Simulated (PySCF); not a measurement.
The numbers are results of B3LYP-D3(BJ)/def2-TZVP // PBE0-D4/def2-TZVP (PySCF), not measurements. All species are isolated molecules in the gas phase. One relaxed conformer stands for a flexible species; it need not be the lowest. B3LYP has the VWN-RPA correlation part, as in Gaussian. Excitations are Tamm–Dancoff values on a coarser integration grid. The basis has no diffuse functions, so Rydberg states are missing or too high.

Reference species (SMILES): `BCC=C` (neutral, multiplicity 1).

```
Quantity               Value
-------------------  -------
S1 excitation (TDA)  4.52 eV
S1–T1 gap (TDA)      0.24 eV
```

Changed species: `BC(=C)C`.

Task: What does the change do to the S1 excitation (TDA) and S1–T1 gap (TDA)?

Result: the S1 excitation (TDA) rises by 0.74 eV, to 5.26 eV; the S1–T1 gap (TDA) rises by 1.61 eV, to 1.85 eV.
